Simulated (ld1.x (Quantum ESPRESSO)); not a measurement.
An all-electron radial function and its pseudo partner (Lu (Z = 71))

Columns: radius, all-electron u(r) and pseudo u(r) of the 4f shell (level -9.81 eV) of lutetium in the configuration [Kr] 4d10 5s2 4f14 5p6 5d1 6s2 6p0; LDA (PZ), scalar-relativistic, TM scheme, ld1.x (Quantum ESPRESSO) 7.5.

```
r (bohr)  all-electron  pseudo
   0.130        0.2488  0.0271
   0.260        0.8407  0.3127
   0.390        1.1525  0.9061
   0.520        1.1784  1.3236
   0.650        1.0742  1.2968
   0.780        0.9328  1.0510
   0.910        0.7928  0.8238
   1.040        0.6678  0.6704
   1.170        0.5608  0.5608
   1.300        0.4711  0.4711
   1.430        0.3965  0.3965
   1.560        0.3345  0.3345
   1.690        0.2831  0.2831
   1.820        0.2404  0.2404
   1.950        0.2048  0.2048
   2.080        0.1751  0.1751
   2.210        0.1501  0.1501
   2.340        0.1290  0.1290
   2.470        0.1112  0.1112
   2.600        0.0961  0.0961
   2.730        0.0833  0.0833
   2.860        0.0723  0.0723
   2.990        0.0629  0.0629
   3.120        0.0548  0.0548
   3.250        0.0479  0.0479
   3.380        0.0419  0.0419
```

Problem. How many radial nodes do the two functions have?

Solution. The all-electron 4f function has n − l − 1 = 0; the pseudo-wave has 0.

Problem. At about which radius was the pseudo-wave matched?

Solution. 1.20 bohr, where the columns begin to agree (steps of 0.13 bohr).

Problem. Is the pseudo-wave norm-conserving?

Solution. Yes: the TM scheme keeps the norm inside the radius equal to the all-electron one, which fixes the energy derivative of the logarithmic derivative at the level.
